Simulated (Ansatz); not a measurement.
System: CH₂F₃Ge, net charge 0, doublet state. SMILES: [F][Ge]([CH2])([F])[F]
Structure (B3LYP-D3(BJ)/def2-TZVP (Ansatz, a first-principles code) minimum search):
```xyz
7

C      1.9110     0.1322     0.1955
Ge     0.0285     0.0018     0.0024
F     -0.7185     1.5336    -0.2406
F     -0.4801    -0.9598    -1.3336
F     -0.7233    -0.7054     1.3800
H      2.4699     0.8894    -0.3360
H      2.4484    -0.5553     0.8333
```
Charge 0, spin multiplicity 2.

Wanted: size of the dipole moment, in D. Terms: non-relativistic; LANL2DZ with its own core potentials from Na on; no dispersion term unless named; 6-31G* and kin with 6d, 5d where marked; open shells spin-unrestricted; spin-orbit terms left out. First-principles rows: single points at B3LYP-D3(BJ) geometries (Ansatz).

```csv
level,program,size of the dipole moment (D)
B3LYP/STO-3G,Ansatz,1.14
B3LYP/3-21G,Ansatz,3.38
B3LYP/LANL2DZ,Ansatz,4.26
B3LYP/6-31G,Ansatz,4.09
B3LYP/6-31G*,Ansatz,3.47
B3LYP/6-31G**,Ansatz,3.47
B3LYP/def2-SVP,Ansatz,3.49
B3LYP/6-31G* with LANL2DZ past Ar,Ansatz,3.53
```

No value to compare with is used here. The 8 habitual levels span 1.14 (B3LYP/STO-3G) to 4.26 D (B3LYP/LANL2DZ).

The sets are all those run for this method; left out are runs that failed, that the program found above a lower state of the same kind, or whose <S^2> lies over 0.5 above the pure value.
